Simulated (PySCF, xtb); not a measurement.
# A geometry optimisation of C2H3BZn with r2SCAN-D4/def2-SVP

The starting geometry of this gas-phase singlet was built from a drawn formula by distance geometry; its bonds are those of `[B]/C=[CH]/[ZnH]`.

```yaml
atoms:
  - { symbol: C, position_ang: [-2.1457, 1.7272, -2.0622] }
  - { symbol: C, position_ang: [-0.8343, 1.2946, -1.9167] }
  - { symbol: B, position_ang: [-2.7667, 2.9201, -1.3243] }
  - { symbol: Zn, position_ang: [-0.0259, -0.1823, -2.8935] }
  - { symbol: H, position_ang: [-2.6996, 1.2627, -2.9379] }
  - { symbol: H, position_ang: [-0.2764, 1.7889, -1.1118] }
  - { symbol: H, position_ang: [0.3340, -1.6878, -3.3039] }
```

Q: Predict what it relaxes into with r2SCAN-D4/def2-SVP.

A: It rearranges to `[ZnH][C]1=CB1`. Contacts that open: C2–H6 (1.10 → 2.61 Å). Contacts that close: C2–B3 (2.59 → 1.50 Å), B3–H6 (2.74 → 1.19 Å).

The energy falls by 3.04 eV over 37 steps:

| step | E − E(last) (eV) |
| --- | --- |
| 1 | 3.041 |
| 5 | 2.602 |
| 9 | 2.523 |
| 13 | 2.379 |
| 17 | 2.160 |
| 21 | 1.625 |
| 25 | 0.737 |
| 29 | 0.012 |
| 33 | 0.000 |
| 37 | 0.000 |

Final geometry (Å):

```csv
atom,x (Å),y (Å),z (Å)
C,-2.3374,1.7175,-2.2973
C,-1.1580,1.0292,-2.1883
B,-1.3920,2.2158,-1.2983
Zn,-0.1493,-0.4508,-2.8607
H,-3.2501,1.6545,-2.8993
H,-1.0303,2.9589,-0.4356
H,0.6976,-1.6211,-3.3638
```

From the same start GFN2-xTB reaches the same bonding as this run.

The end wasn't checked by frequencies. Run with PySCF 2.14.0, 6 min on 2 threads of Intel(R) Xeon(R) Platinum 8488C (Sapphire Rapids), on a shared host.
